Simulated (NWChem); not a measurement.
All runs are NWChem calculations. System: hydrogen iodide (HI), charge 0, spin multiplicity 1, at a geometry optimised with PBE/def2-SVP with def2 effective core potentials on I. Level: MP2/def2-TZVP with def2 effective core potentials on I, 4 core orbitals frozen.

Job file:

```
start mol
memory heap 200 mb stack 900 mb global 1100 mb
geometry units angstroms nocenter noautoz
  I      0.000000     0.000000     0.030237
  H      0.000000     0.000000    -1.602562
  symmetry group C2v
end
basis spherical
  * library def2-tzvp
end
ecp
  I library def2-ecp
end
scf
  rhf
  nopen 0
  maxiter 100
  thresh 1e-7
  semidirect memsize 60000000 filesize 0
end
mp2
  freeze core 4
end
task mp2 energy
```

NWChem printed:

```
             Northwest Computational Chemistry Package (NWChem) 7.3.0
             --------------------------------------------------------

                                NWChem Input Module
                                -------------------

 Scaling coordinates for geometry "geometry" by  1.889725989
 (inverse scale =  0.529177249)

 Turning off AUTOSYM since
 SYMMETRY directive was detected!

                             Geometry "geometry" -> ""
                             -------------------------

 Output coordinates in angstroms (scale by  1.889725989 to convert to a.u.)

  No.       Tag          Charge          X              Y              Z
 ---- ---------------- ---------- -------------- -------------- --------------
    1 I                   53.0000     0.00000000     0.00000000     0.03023700
    2 H                    1.0000     0.00000000     0.00000000    -1.60256200

 Effective nuclear repulsion energy (a.u.)      17.1768810472

            Nuclear Dipole moment (a.u.)
            ----------------------------
        X                 Y               Z
 ---------------- ---------------- ----------------
     0.0000000000     0.0000000000    -0.0000018897

      Symmetry information
      --------------------

 Group name             C2v
 Group number             16
 Group order               4
 No. of unique centers     2

      Symmetry unique atoms

     1    2


 Summary of "ao basis" -> "" (spherical)
 ------------------------------------------------------------------------------
       Tag                 Description            Shells   Functions and Types
 ---------------- ------------------------------  ------  ---------------------
 *                         def2-tzvp                  on all atoms

 Summary of "ao basis" -> "ao basis" (spherical)
 ------------------------------------------------------------------------------
       Tag                 Description            Shells   Functions and Types
 ---------------- ------------------------------  ------  ---------------------
 I                         def2-tzvp                16       50   6s5p3d2f
 H                         def2-tzvp                 4        6   3s1p

                                 NWChem SCF Module
                                 -----------------

  ao basis        = "ao basis"
  functions       =    56
  atoms           =     2
  closed shells   =    13
  open shells     =     0
  charge          =   0.00
  wavefunction    = RHF
  use symmetry    = T
  symmetry adapt  = T

 Summary of "ao basis" -> "ao basis" (spherical)
 ------------------------------------------------------------------------------
       Tag                 Description            Shells   Functions and Types
 ---------------- ------------------------------  ------  ---------------------
 I                         def2-tzvp                16       50   6s5p3d2f
 H                         def2-tzvp                 4        6   3s1p

      Symmetry analysis of basis
      --------------------------

        a1         25
        a2          5
        b1         13
        b2         13

 Forming initial guess at       0.1s

      Superposition of Atomic Density Guess
      -------------------------------------

 Sum of atomic energies:        -347.66164078

      Non-variational initial energy
      ------------------------------

 Total energy =    -297.165495
 1-e energy   =    -533.924435
 2-e energy   =     228.656637
 HOMO         =      -0.352492
 LUMO         =       0.025278
[...]
    17      0.568492  1 I  py                11     -0.454131  1 I  py
    14      0.355573  1 I  py                20      0.271618  1 I  py

 Vector   14  Occ=0.000000D+00  E= 8.313187D-02  Symmetry=a1
              MO Center=  6.1D-15, -8.0D-16, -3.4D-01, r^2= 4.6D+00
   Bfn.  Coefficient  Atom+Function         Bfn.  Coefficient  Atom+Function
  ----- ------------  ---------------      ----- ------------  ---------------
    53      1.450166  2 H  s                 21      1.000677  1 I  pz
     6     -0.844075  1 I  s                 18      0.284725  1 I  pz
    12     -0.225988  1 I  pz                15      0.184188  1 I  pz
     3      0.178915  1 I  s                  2     -0.155769  1 I  s

 Vector   15  Occ=0.000000D+00  E= 2.366998D-01  Symmetry=a1
              MO Center= -6.4D-14,  2.4D-14, -6.8D-01, r^2= 6.1D+00
   Bfn.  Coefficient  Atom+Function         Bfn.  Coefficient  Atom+Function
  ----- ------------  ---------------      ----- ------------  ---------------
    21     -1.162780  1 I  pz                18      1.085177  1 I  pz
    53      0.644453  2 H  s                 52     -0.358304  2 H  s
    34     -0.236414  1 I  d  0              12     -0.153959  1 I  pz

 Vector   16  Occ=0.000000D+00  E= 2.691987D-01  Symmetry=b1
              MO Center=  3.6D-14, -3.8D-28,  5.0D-03, r^2= 6.4D+00
   Bfn.  Coefficient  Atom+Function         Bfn.  Coefficient  Atom+Function
  ----- ------------  ---------------      ----- ------------  ---------------
    19      1.593799  1 I  px                16     -1.391280  1 I  px
    10      0.230903  1 I  px

 center of mass
 --------------
 x =   0.00000000 y =   0.00000000 z =   0.03282778

 moments of inertia (a.u.)
 ------------------
           9.519469988566           0.000000000000           0.000000000000
           0.000000000000           9.519469988566           0.000000000000
           0.000000000000           0.000000000000           0.000000000000

  Mulliken analysis of the total density
  --------------------------------------

    Atom       Charge   Shell Charges
 -----------   ------   -------------------------------------------------------
    1 I   25    25.14   0.19 -0.77  1.58  1.01  1.08  0.85 -0.49  6.45  1.34  2.80  1.04  9.23  0.77  0.05  0.01  0.00
    2 H    1     0.86   0.20  0.51  0.13  0.02

       Multipole analysis of the density wrt the origin
       ------------------------------------------------

     L   x y z        total         open         nuclear
     -   - - -        -----         ----         -------
     0   0 0 0     -0.000000      0.000000     26.000000

     1   1 0 0     -0.000000      0.000000      0.000000
     1   0 1 0      0.000000      0.000000      0.000000
     1   0 0 1     -0.220374      0.000000     -1.599912

     2   2 0 0    -21.611414      0.000000      0.000000
     2   1 1 0      0.000000      0.000000      0.000000
     2   1 0 1      0.000000      0.000000      0.000000
     2   0 2 0    -21.611414      0.000000      0.000000
     2   0 1 1     -0.000000      0.000000      0.000000
     2   0 0 2    -17.840169      0.000000      9.252849

                   NWChem MP2 Semi-direct Energy/Gradient Module
                   ---------------------------------------------

  Basis functions       =     56
  Molecular orbitals    =     56
  Frozen core           =      4
  Frozen virtuals       =      0
  Active alpha occupied =      9
  Active beta occupied  =      9
  Active alpha virtual  =     43
  Active beta virtual   =     43
  Use MO symmetry       = T
  Use skeleton AO sym   = T

  AO/Fock/Back tols     =   1.0D-09  1.0D-09  1.0D-09

 GA uses MA = F    GA memory limited = T

 Available:
  local mem=  1.26D+08
 global mem=  1.44D+08
 local disk=  0.00D+00
  mp2_memr nvloc                    43
  nvloc new                    43
   1 passes of   9:        4194304                      25739                   2105450.
   1 passes of   9: M    126141382           G      144172928           F     121947078.

 Semi-direct pass number   1 of   1  for RHF alpha+beta  at        1.0s
  vrange nnbf                  1596
  mp2_eaftype                    10  avail_ma_in_mb                  1099
 EAF : mp2_eaftype filesize          10    1052725.
  mp2_eaf for mointskh                     10
Node 0 wrote      4.9 Mb in      0.0 s     Agg I/O rate:  1339.6 Mb/s
 Done moints_semi at        2.7s
  mp2_eaftype                    10  avail_ma_in_mb                  1089
 EAF : mp2_eaftype filesize          10    1052725.
  mp2_eaf for kh                    10
 Done maket at        2.7s
 Done multipass loop at        2.7s

          -------------------------------------------
          SCF energy                -297.241575348354
          Correlation energy          -0.502767311146
          Singlet pairs               -0.231814112077
          Triplet pairs               -0.270953199069
          Total MP2 energy          -297.744342659500
          -------------------------------------------

          ---------------------------------------------------
                    Spin Component Scaled (SCS) MP2
          Same spin pairs                     -0.180635466046
          Same spin scaling factor             0.333333333333
          Opposite spin pairs                 -0.322131845100
          Opposite spin scaling fact.          1.200000000000
          SCS-MP2 correlation energy          -0.446770036135
          Total SCS-MP2 energy              -297.688345384489
          ---------------------------------------------------

 -----------------------
 Performance information
 -----------------------

 Timer overhead =  2.03D-07 seconds/call

               Nr. of calls         CPU time (s)                 Wall time (s)                GFlops
             ---------------    -------------------     ------------------------------   -------------------
Name         Min   Avg   Max    Min     Avg     Max     Min     Avg     Max   Mx/calls   Min     Max     Sum
mp2: moin     1     1     1    1.7     1.7     1.7      1.7     1.7     1.7     1.7      0.0     0.0     0.0
mp2: make     1     1     1   5.07E-2 5.07E-2 5.07E-2  5.07E-2 5.07E-2 5.07E-2 5.07E-2   0.0     0.0     0.0
mp2: tota     1     1     1    1.8     1.8     1.8      1.8     1.8     1.8     1.8      0.0     0.0     0.0

 The average no. of pstat calls per process was 3.00D+00
 with a timing overhead of 6.09D-07s

 Task  times  cpu:        2.7s     wall:        2.7s

 Total times  cpu:        2.7s     wall:        2.7s
```
